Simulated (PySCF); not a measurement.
PySCF input (M06-2X/def2-TZVPD):

```python
from pyscf import gto, scf, dft

mol = gto.M(
    atom='''
    B     1.30897228    0.50206557   -0.07846381
    O     0.28085454   -0.14117792    0.44284922
    C    -1.01372544   -0.26060075   -0.17603904
    H     1.30147784    1.07310221   -1.13794350
    H    -1.22773705   -1.31935240   -0.31373889
    H    -1.75232109    0.17476259    0.49526752
    H    -1.03076479    0.25418756   -1.13782560
    ''',
    basis='def2-tzvpd',
    charge=0,
    spin=1,
    verbose=4,
)

mf = dft.UKS(mol, xc='m062x').density_fit(auxbasis='def2-universal-jkfit')
mf.grids.level = 4
mf.conv_tol = 1e-9
mf.max_cycle = 100
mf.max_memory = 1500
mf.kernel()
if not mf.converged:
    mf = mf.newton()
    mf.kernel(mf.make_rdm1())
for _ in range(2):
    mo, _, stable, _ = mf.stability(return_status=True)
    if stable:
        break
    mf.kernel(mf.make_rdm1(mo, mf.mo_occ))
mf.analyze()
```

Output:

```
PySCF version 2.14.0

[INPUT] verbose = 4
[INPUT] num. atoms = 7
[INPUT] num. electrons = 23
[INPUT] charge = 0
[INPUT] spin (= nelec alpha-beta = 2S) = 1
[INPUT] symmetry False subgroup None
[INPUT] Mole.unit = angstrom
[INPUT] Symbol           X                Y                Z      unit          X                Y                Z       unit  Magmom
[INPUT]  1 B      1.308972280000   0.502065570000  -0.078463810000 AA    2.473599113847   0.948766423874  -0.148275111590 Bohr   0.0
[INPUT]  2 O      0.280854540000  -0.141177920000   0.442849220000 AA    0.530738161441  -0.266787603636   0.836863740277 Bohr   0.0
[INPUT]  3 C     -1.013725440000  -0.260600750000  -0.176039040000 AA   -1.915663447104  -0.492464045356  -0.332665572831 Bohr   0.0
[INPUT]  4 H      1.301477840000   1.073102210000  -1.137943500000 AA    2.459436674791   2.027869280566  -2.150401560229 Bohr   0.0
[INPUT]  5 H     -1.227737050000  -1.319352400000  -0.313738890000 AA   -2.320086777481  -2.493214697788  -0.592880576725 Bohr   0.0
[INPUT]  6 H     -1.752321090000   0.174762590000   0.495267520000 AA   -3.311406942399   0.330253431920   0.935919971193 Bohr   0.0
[INPUT]  7 H     -1.030764790000   0.254187560000  -1.137825600000 AA   -1.947863151945   0.480344872671  -2.150178761519 Bohr   0.0

nuclear repulsion = 64.3653747057544
number of shells = 60
number of NR pGTOs = 203
number of NR cGTOs = 150
basis = def2-tzvpd
ecp = {}

******** <class 'pyscf.df.df_jk.DFUKS'> ********
method = DFUKS
initial guess = minao
damping factor = 0
level_shift factor = 0
DIIS = <class 'pyscf.scf.diis.CDIIS'>
diis_start_cycle = 1
diis_space = 8
diis_damp = 0
SCF conv_tol = 1e-09
SCF conv_tol_grad = None
SCF max_cycles = 100
direct_scf = False
number electrons alpha = 12  beta = 11
XC library pyscf.dft.libxc version 7.1.2
    S. Lehtola, C. Steigemann, M. J. T. Oliveira, and M. A. L. Marques,  SoftwareX 7, 1–5 (2018)
XC functionals = m062x
    Y. Zhao and D. G. Truhlar,  Theor. Chem. Acc. 120, 215 (2008)
    Y. Zhao and D. G. Truhlar,  Theor. Chem. Acc. 120, 215 (2008)
radial grids:
    Treutler-Ahlrichs [JCP 102, 346 (1995); DOI:10.1063/1.469408] (M4) radial grids

becke partition: Becke, JCP 88, 2547 (1988); DOI:10.1063/1.454033
pruning grids: <function nwchem_prune>
grids dens level: 4
symmetrized grids: False
atomic radii adjust function: <function treutler_atomic_radii_adjust>
small_rho_cutoff = 0
Set gradient conv threshold to 3.16228e-05
tot grids = 147808
******** <class 'pyscf.df.df.DF'> ********
auxbasis = def2-universal-jkfit
init E= -140.747528977665
  alpha nocc = 12  HOMO = -0.133338103990521  LUMO = -0.0375644362433007
  beta  nocc = 11  HOMO = -0.39503922528718  LUMO = -0.133338103990525
[...]
  beta  nocc = 11  HOMO = -0.410861398822932  LUMO = -0.0493442273259141
  HOMO = -0.23479747049  LUMO = -0.0493442273259  gap/eV = 5.04644
Extra cycle  E= -140.527830919806  delta_E= 1.82e-12  |g|= 6.09e-06  |ddm|= 1.52e-05
converged SCF energy = -140.527830919806  <S^2> = 0.75399423  2S+1 = 2.0039903
uhf_internal: lowest eigs of H = [0.19410745 0.34347212 0.39786943]
<class 'pyscf.df.df_jk.DFUKS'> wavefunction is stable in the internal stability analysis
**** SCF Summaries ****
Total Energy =                        -140.527830919805922
Nuclear Repulsion Energy =              64.365374705754405
One-electron Energy =                 -317.117922935974036
Two-electron Energy =                  112.224717310413695
Two-electron Coulomb Energy =          131.716531223352348
DFT Exchange-Correlation Energy =      -19.491813912938653
HOMO-LUMO gap [eV] =                     5.046439788396866
**** MO energy ****
                             alpha | beta                alpha | beta
MO #1   energy= -19.663272036831   | -19.6626749727356  occ= 1 | 1
MO #2   energy= -10.6014809393824  | -10.6007309551356  occ= 1 | 1
MO #3   energy= -7.07733042871494  | -7.06930441513551  occ= 1 | 1
MO #4   energy= -1.17544664184738  | -1.17334558915761  occ= 1 | 1
MO #5   energy= -0.81377701444368  | -0.809150310716745 occ= 1 | 1
MO #6   energy= -0.622283225076757 | -0.614176872759788 occ= 1 | 1
MO #7   energy= -0.555097007346084 | -0.547913719757886 occ= 1 | 1
MO #8   energy= -0.547642196013266 | -0.54727484139046  occ= 1 | 1
MO #9   energy= -0.488171064397587 | -0.471449130554078 occ= 1 | 1
MO #10  energy= -0.423591402504819 | -0.413039765112077 occ= 1 | 1
MO #11  energy= -0.411741592838937 | -0.410861398822932 occ= 1 | 1
MO #12  energy= -0.234797470489926 | -0.0493442273259141 occ= 1 | 0
MO #13  energy= 0.0107602344143428 | 0.0129456300090854 occ= 0 | 0
MO #14  energy= 0.0114693373859224 | 0.0133372456981412 occ= 0 | 0
MO #15  energy= 0.03435039641685   | 0.0447878888100505 occ= 0 | 0
MO #16  energy= 0.0507026464484532 | 0.0524876259191047 occ= 0 | 0
MO #17  energy= 0.0698579436255872 | 0.0743689047267545 occ= 0 | 0
MO #18  energy= 0.0855798926815008 | 0.0806279929795738 occ= 0 | 0
MO #19  energy= 0.0959004216189547 | 0.0889842040821339 occ= 0 | 0
MO #20  energy= 0.102135997489988  | 0.100842316228482  occ= 0 | 0
MO #21  energy= 0.120879572020233  | 0.112373263998538  occ= 0 | 0
MO #22  energy= 0.126702143007035  | 0.131567746405951  occ= 0 | 0
MO #23  energy= 0.151686251854958  | 0.138521280575105  occ= 0 | 0
MO #24  energy= 0.161336689823252  | 0.149105326744401  occ= 0 | 0
MO #25  energy= 0.165012018283135  | 0.157398508805424  occ= 0 | 0
MO #26  energy= 0.170097152899671  | 0.160519174001592  occ= 0 | 0
MO #27  energy= 0.198550837837503  | 0.181440474354738  occ= 0 | 0
MO #28  energy= 0.200336849814982  | 0.187261889034104  occ= 0 | 0
MO #29  energy= 0.210496499567772  | 0.203997920357606  occ= 0 | 0
MO #30  energy= 0.236115263099507  | 0.225328187232872  occ= 0 | 0
MO #31  energy= 0.241929589322662  | 0.232866005948523  occ= 0 | 0
MO #32  energy= 0.255117189724936  | 0.244471105948337  occ= 0 | 0
MO #33  energy= 0.268565539918562  | 0.257092393004094  occ= 0 | 0
MO #34  energy= 0.270257770905976  | 0.259931929370883  occ= 0 | 0
MO #35  energy= 0.284939975785829  | 0.283899569829264  occ= 0 | 0
MO #36  energy= 0.292934566113922  | 0.289129226182558  occ= 0 | 0
MO #37  energy= 0.294849218749362  | 0.290032960781794  occ= 0 | 0
MO #38  energy= 0.304556413347115  | 0.298577973961296  occ= 0 | 0
MO #39  energy= 0.316710111726376  | 0.306652552857435  occ= 0 | 0
MO #40  energy= 0.321009387261701  | 0.309985638946026  occ= 0 | 0
MO #41  energy= 0.328909450442967  | 0.314068767787189  occ= 0 | 0
MO #42  energy= 0.341271591651087  | 0.333981437679593  occ= 0 | 0
MO #43  energy= 0.349381261183294  | 0.348102671239895  occ= 0 | 0
MO #44  energy= 0.371790551341361  | 0.367619686174262  occ= 0 | 0
MO #45  energy= 0.372012312765701  | 0.370410460352076  occ= 0 | 0
MO #46  energy= 0.385956347564002  | 0.382861178587952  occ= 0 | 0
MO #47  energy= 0.41507003858024   | 0.408818733068255  occ= 0 | 0
MO #48  energy= 0.418109373662816  | 0.4104632098579    occ= 0 | 0
MO #49  energy= 0.427962016975889  | 0.427132816654874  occ= 0 | 0
MO #50  energy= 0.453855011722144  | 0.438917054391542  occ= 0 | 0
MO #51  energy= 0.48887992160819   | 0.483323056660697  occ= 0 | 0
MO #52  energy= 0.4961853998068    | 0.49307337089744   occ= 0 | 0
MO #53  energy= 0.539781915779931  | 0.52546098289789   occ= 0 | 0
MO #54  energy= 0.546604434182198  | 0.5466116988064    occ= 0 | 0
MO #55  energy= 0.566626902955597  | 0.55402829121312   occ= 0 | 0
MO #56  energy= 0.578455294546835  | 0.571202128528706  occ= 0 | 0
MO #57  energy= 0.595610109459056  | 0.589386308522981  occ= 0 | 0
MO #58  energy= 0.640726196714941  | 0.626087802318625  occ= 0 | 0
MO #59  energy= 0.643289333924037  | 0.627339880811711  occ= 0 | 0
MO #60  energy= 0.65636835524633   | 0.644493275677524  occ= 0 | 0
MO #61  energy= 0.680977869436951  | 0.656530611896734  occ= 0 | 0
MO #62  energy= 0.714066694072086  | 0.678636355770074  occ= 0 | 0
MO #63  energy= 0.723243691279005  | 0.714853990052472  occ= 0 | 0
MO #64  energy= 0.743549088820481  | 0.735700290625915  occ= 0 | 0
MO #65  energy= 0.758526973452619  | 0.74823607225724   occ= 0 | 0
MO #66  energy= 0.779234993542349  | 0.768517683120236  occ= 0 | 0
MO #67  energy= 0.819832576376768  | 0.803923118290218  occ= 0 | 0
MO #68  energy= 0.876772963632718  | 0.847815320083324  occ= 0 | 0
MO #69  energy= 0.910654138469156  | 0.886349268117719  occ= 0 | 0
MO #70  energy= 0.928228733317945  | 0.908281097500545  occ= 0 | 0
MO #71  energy= 0.958620515381259  | 0.9519620446533    occ= 0 | 0
MO #72  energy= 1.01356620930719   | 1.0087888310865    occ= 0 | 0
MO #73  energy= 1.08036691749539   | 1.03940923495244   occ= 0 | 0
MO #74  energy= 1.08335169746641   | 1.07105644854841   occ= 0 | 0
MO #75  energy= 1.08713003345967   | 1.08243550811718   occ= 0 | 0
MO #76  energy= 1.09288406378506   | 1.08738071694909   occ= 0 | 0
MO #77  energy= 1.18078264641862   | 1.16962158801307   occ= 0 | 0
MO #78  energy= 1.18671509337017   | 1.18379818104678   occ= 0 | 0
MO #79  energy= 1.22235367550099   | 1.21931789610317   occ= 0 | 0
MO #80  energy= 1.25013158082711   | 1.24133118466108   occ= 0 | 0
MO #81  energy= 1.30674630222462   | 1.29359195304047   occ= 0 | 0
MO #82  energy= 1.42212459654016   | 1.4019710833083    occ= 0 | 0
MO #83  energy= 1.58821714777771   | 1.5877200983527    occ= 0 | 0
MO #84  energy= 1.62401313310927   | 1.61457164667894   occ= 0 | 0
MO #85  energy= 1.62634578545236   | 1.61702074242691   occ= 0 | 0
MO #86  energy= 1.63458985189233   | 1.63447134260292   occ= 0 | 0
MO #87  energy= 1.66064779894123   | 1.65441604914108   occ= 0 | 0
MO #88  energy= 1.72075147780943   | 1.71420050825693   occ= 0 | 0
MO #89  energy= 1.7758779942651    | 1.77368722779363   occ= 0 | 0
MO #90  energy= 1.79368604291716   | 1.79084966280884   occ= 0 | 0
MO #91  energy= 1.79829111895762   | 1.80049143354704   occ= 0 | 0
MO #92  energy= 1.87020484592479   | 1.85677412252727   occ= 0 | 0
MO #93  energy= 1.91332961539771   | 1.91668351041278   occ= 0 | 0
MO #94  energy= 1.92731082883038   | 1.91727270504711   occ= 0 | 0
MO #95  energy= 1.95054287099262   | 1.95291786444002   occ= 0 | 0
MO #96  energy= 1.9613705884123    | 1.95542154124517   occ= 0 | 0
MO #97  energy= 1.97480033260743   | 1.97836035458826   occ= 0 | 0
MO #98  energy= 2.05613526245556   | 2.05049236366831   occ= 0 | 0
MO #99  energy= 2.06130639588702   | 2.06452505475571   occ= 0 | 0
MO #100 energy= 2.10819058270532   | 2.10134596887758   occ= 0 | 0
MO #101 energy= 2.16466325574735   | 2.16863042627982   occ= 0 | 0
MO #102 energy= 2.19213971235802   | 2.19074498558168   occ= 0 | 0
MO #103 energy= 2.28282384773631   | 2.27802906885804   occ= 0 | 0
MO #104 energy= 2.32398462963003   | 2.32511265966644   occ= 0 | 0
[...]
```

It need not be the lowest isomer of its formula.
